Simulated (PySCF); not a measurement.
A side-by-side comparison of computed properties.

First species: gallium isocyanide, CGaN (singlet state).
SMILES: `[C-]#[N+][Ga]`

Second species: (CF3)3CH, C4HF9.
SMILES: `FC(F)(F)C(C(F)(F)F)C(F)(F)F`

Levels: wB97X-D/def2-SVPD for dipole moment, HOMO energy, LUMO energy, HOMO–LUMO gap, static isotropic polarisability and electronic spatial extent ⟨r²⟩ about the centre of nuclear charge; TDDFT wB97X-D/def2-SVPD for lowest singlet excitation; TDA wB97X-D/def2-SVPD for lowest triplet excitation (Tamm–Dancoff). Geometries: PBE0-D3(BJ)/def2-SVP. All species are isolated and taken at one optimised geometry, non-relativistic unless stated. Electronic properties by PySCF.

Dipoles, sizes and rotational constants follow the conformer. The torsions of the flexible species, by atom-mapped SMILES:
- `[F:1][C:2]([F:3])([F:4])[CH:5]([C:6]([F:7])([F:8])[F:9])[C:10]([F:11])([F:12])[F:13]`: F1–C2–C5–C6 48°, C2–C5–C6–F7 160°, C2–C5–C10–F11 48°

```tsv
property	column X	column Y
dipole moment	1.38 D	4.04 D
HOMO energy	-13.73 eV	-9.67 eV
LUMO energy	2.07 eV	-0.58 eV
HOMO–LUMO gap	15.80 eV	9.09 eV
lowest singlet excitation	11.48 eV	4.90 eV
lowest triplet excitation (Tamm–Dancoff)	11.20 eV	3.73 eV
static isotropic polarisability	55.3 au	47.7 au
electronic spatial extent ⟨r²⟩ about the centre of nuclear charge	1829 bohr²	286 bohr²
```

Q: Which column belongs to which species?

A: Column X is the second species and column Y the first. The first has 3 atoms and 44 electrons, the second 14 and 106.

Q: How does each property change from the first species to the second?

A: dipole moment -2.66 D; HOMO energy -4.06 eV; LUMO energy +2.65 eV; HOMO–LUMO gap +6.71 eV; lowest singlet excitation +6.58 eV; lowest triplet excitation (Tamm–Dancoff) +7.47 eV; static isotropic polarisability +7.6 au; electronic spatial extent ⟨r²⟩ about the centre of nuclear charge +1543 bohr².

On the first: The vertical singlet–triplet gap S1 − T1 is 1.17 eV (TDDFT singlet less Tamm–Dancoff triplet). No computed singlet falls in the visible range (750 to 380 nm, 1.65 to 3.26 eV); S1 lies 1.64 eV above its blue end. Relativistic effects, spin–orbit coupling among them, are left out although an element past zinc is present.

On the second: In wavenumbers S1 is 92600 cm⁻¹ (1 eV = 8065.54 cm⁻¹). A dipole of 1.38 D is allowed in C3, and pure rotational transitions are dipole-allowed.
